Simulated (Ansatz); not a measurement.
`C=[C]([GaH2])C[SiH2]C` + H–F → `C=[C](F)[GaH2]` + `C[SiH2]C`  (substitution at a C–C bond)

Computed with Ansatz on PBE0-D4/def2-TZVP structures; ΔE is electronic, products minus reactants. CCSD(T)/CBS adds triple-zeta CCSD(T) − MP2 to the extrapolated MP2 energy (def2 sets, frozen cores). This one scheme is used for every species. Functionals use def2-TZVPP. B3LYP here is the variant with VWN-RPA as its local correlation; programs differ in this. HSE06 is defined as in plane-wave codes. For Ga outer-core shells are correlated without core-valence functions, which leaves a few kJ/mol of doubt a bond. Scalar relativity is left out up to krypton. Each species was taken in one conformer, which may not be the lowest.

`C=[C]([GaH2])C[SiH2]C`:

```xyz
17

C    -0.391    0.396   -2.006
C    -0.932    0.247   -0.792
Ga   -1.918    1.780   -0.063
C    -0.775   -1.008    0.005
Si    0.526   -0.720    1.341
C     2.225   -0.510    0.595
H     0.147   -0.413   -2.503
H    -0.466    1.328   -2.558
H    -2.806    1.625    1.225
H    -1.831    3.141   -0.843
H    -1.706   -1.287    0.509
H    -0.466   -1.856   -0.618
H     0.140    0.525    2.074
H     0.523   -1.846    2.318
H     2.546   -1.429    0.097
H     2.963   -0.267    1.363
H     2.222    0.294   -0.145
```

H–F:

```xyz
2

F    -0.369    0.274    0.012
H     0.369   -0.274   -0.012
```

`C=[C](F)[GaH2]`:

Z-matrix (Å, degrees):
```
C
C 1 1.328
H 1 1.082 2 119.4
H 1 1.086 2 122.0 3 -180.0
F 2 1.355 1 118.0 3 180.0
Ga 2 1.966 1 124.3 3 0.0
H 6 1.566 2 115.9 1 0.0
H 6 1.562 2 120.4 1 -180.0
```

`C[SiH2]C`:

Cartesian coordinates in Å:
```
C 1.548 -0.310 0.092
Si -0.198 -0.391 -0.579
C -1.369 0.664 0.431
H 2.225 -0.928 -0.502
H 1.585 -0.666 1.125
H 1.924 0.716 0.074
H -0.669 -1.806 -0.569
H -0.208 0.071 -1.996
H -1.396 0.330 1.471
H -2.386 0.611 0.033
H -1.057 1.711 0.420
```

```
             level  ΔE (kJ/mol)  difference from CCSD(T)/CBS
       LDA (SPW92)         31.0                        -15.7
            PBE-D4         30.7                        -16.0
         revPBE-D4         38.2                         -8.5
           BLYP-D4         26.7                        -20.0
         r2SCAN-D4         24.8                        -21.9
            B97M-V         21.4                        -25.3
           PBE0-D4         36.6                        -10.1
          B3LYP-D4         29.9                        -16.8
        r2SCANh-D4         27.8                        -18.9
        r2SCAN0-D4         31.9                        -14.8
          HSE06-D4         36.3                        -10.4
          BHLYP-D4         32.9                        -13.8
      CAM-B3LYP-D4         23.3                        -23.4
           ωB97X-V         25.0                        -21.7
           ωB97M-V         28.6                        -18.1
            B2PLYP         24.5                        -22.2
          PBE-QIDH         40.4                         -6.3
               PBE         17.0                        -29.7
            revPBE          9.9                        -36.8
              BLYP         -0.2                        -46.9
            r2SCAN         20.6                        -26.1
              PBE0         24.1                        -22.6
           r2SCANh         23.3                        -23.4
           r2SCAN0         26.9                        -19.8
             HSE06         24.4                        -22.3
         CAM-B3LYP         10.0                        -36.7
           LC-ωPBE         20.7                        -26.0
      MP2/def2-SVP         40.9                         -5.8
     CCSD/def2-SVP         26.2                        -20.5
  CCSD(T)/def2-SVP         29.1                        -17.6
     HF/def2-TZVPP          7.5                        -39.2
    MP2/def2-TZVPP         57.1                         10.4
   CCSD/def2-TZVPP         37.9                         -8.8
CCSD(T)/def2-TZVPP         42.1                         -4.6
     HF/def2-QZVPP          7.0                        -39.7
    MP2/def2-QZVPP         59.6                         12.9
SCS-MP2/def2-QZVPP         46.4                         -0.3
      HF/CBS(def2)          6.9                        -39.8
     MP2/CBS(def2)         61.7                         15.0
    CCSD/CBS(def2)         42.5                         -4.2
       CCSD(T)/CBS         46.7                            0
```

Largest T1 diagnostic among the species: 0.013.

In def2-TZVPP, CCSD(T) changes the Hartree–Fock value by +34.5 kJ/mol (the triples alone add +4.2 kJ/mol) and MP2 by +49.6 kJ/mol. Leaving LDA and LC-ωPBE aside and taking each functional with its dispersion term where it has one, the values spread over 19.1 kJ/mol, from B97M-V to PBE-QIDH. LDA lies +14.0 kJ/mol from PBE without D4. At CCSD(T), def2-SVP lies −17.6 kJ/mol from the extrapolated value and def2-TZVPP −4.6 kJ/mol.
